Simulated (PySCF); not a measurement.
Fill in the blanks.

Compound: C₇H₁₂Si.
Numbering: `[CH3:1][CH2:2][CH2:3][C:4]1=[CH:5][SiH2:6][CH:7]=[CH:8]1` (hydrogens: H9, H10, H11 on C1; H12, H13 on C2; H14, H15 on C3; H16 on C5; H17, H18 on Si6; H19 on C7; H20 on C8)

Structure used (PBE0-D3(BJ)/def2-SVP), in Å, numbered top down from 1:
```xyz
20
C7H12Si angstrom
C     -3.2656   -0.0903   -0.1768
C     -1.7704   -0.0955   -0.4500
C     -0.9324    0.1299    0.8102
C      0.5429    0.1068    0.5416
C      1.3634    1.1842    0.5460
Si     3.0771    0.5970    0.0920
C      2.5116   -1.1825   -0.0716
C      1.1915   -1.1910    0.2019
H     -3.8457   -0.2351   -1.1007
H     -3.5862    0.8634    0.2717
H     -3.5473   -0.8936    0.5230
H     -1.4809   -1.0529   -0.9170
H     -1.5151    0.6850   -1.1863
H     -1.2093    1.0923    1.2697
H     -1.1786   -0.6558    1.5484
H      0.9954    2.1854    0.7803
H      3.6099    1.1817   -1.1786
H      4.1070    0.8037    1.1581
H      3.0642   -2.0904   -0.3215
H      0.5820   -2.1031    0.1938
```

```csv
property,level,value
point group,PBE0-D3(BJ)/def2-SVP,?
"rotational constants A, B, C",PBE0-D3(BJ)/def2-SVP,?
dipole moment,PBE0/def2-SVPD,1.21 D
HOMO energy,PBE0/def2-SVPD,?
LUMO energy,PBE0/def2-SVPD,-1.41 eV
lowest singlet excitation,TDDFT PBE0/def2-SVPD,"4.39 eV (282 nm, f = 0.046)"
strongest line among the 10 lowest singlet transitions,TDDFT PBE0/def2-SVPD,"S10 at 7.12 eV (174 nm, f = 0.193)"
lowest triplet excitation (Tamm–Dancoff),TDA PBE0/def2-SVPD,?
static isotropic polarisability,PBE0/def2-SVPD,109.8 au
vertical ionisation energy,ΔSCF PBE0/def2-SVPD,8.40 eV
electronic spatial extent ⟨r²⟩ about the centre of nuclear charge,PBE0/def2-SVPD,?
13C chemical shifts (computed TMS as zero) by class,GIAO B3LYP/pcSseg-1,"174.9 (C4), 160.8 (C8), 135.1 (C7), 123.7 (C5), 44.5 (C3), 28.6 (C2), 17.4 (C1) ppm"
1H chemical shifts (computed TMS as zero) by class,GIAO B3LYP/pcSseg-1,?
"isotropic shieldings of nuclei other than C and H, by class",GIAO B3LYP/pcSseg-1,?
```

Electronic properties: PySCF, gas phase, density fitting. NMR classes are plain means over equivalent atoms (diastereotopic ones count apart unless rotation or inversion swaps them), as if these changed places fast; in this geometry the members of some classes differ.

**Question.** Give the 1H chemical shifts (computed TMS as zero) by class.

**Answer.** 7.02 (H20), 6.20 (H19), 5.61 (H16), 4.56 (H17/H18), 2.17 (H14/H15), 1.35 (H12/H13), 1.07 (H9/H10/H11) ppm.

**Question.** The electronic spatial extent ⟨r²⟩ about the centre of nuclear charge?

**Answer.** 1622 bohr².

**Question.** What are the isotropic shieldings of nuclei other than C and H, by class?

**Answer.** 379 (Si6) ppm.

**Question.** Give the lowest triplet excitation (Tamm–Dancoff).

**Answer.** 2.69 eV.

**Question.** The HOMO energy?

**Answer.** -6.65 eV.

**Question.** What are the rotational constants A, B, C?

**Answer.** 4.743, 0.808, 0.739 GHz.

**Question.** Give the point group.

**Answer.** C1.

With B = h/(8π²I), that is 505.379 GHz u Å² over I, the principal moments of inertia are 106.6, 625.3 and 684.0 u Å² (most abundant isotopes). The ΔSCF ionisation energy exceeds −ε(HOMO) by 1.75 eV with PBE0. The polarisability is 16.28 Å³ as a volume (1 au = 0.148185 Å³), or 1.62 au for each of the 68 electrons.

For the TDDFT job (PBE0/def2-SVPD), hardware: one thread of an Arm Neoverse N1, shared host with 64 logical CPUs at a one-minute load of 63. Cost: 5.0 min, 1.1 GiB resident at most.

One conformer stands for the species.
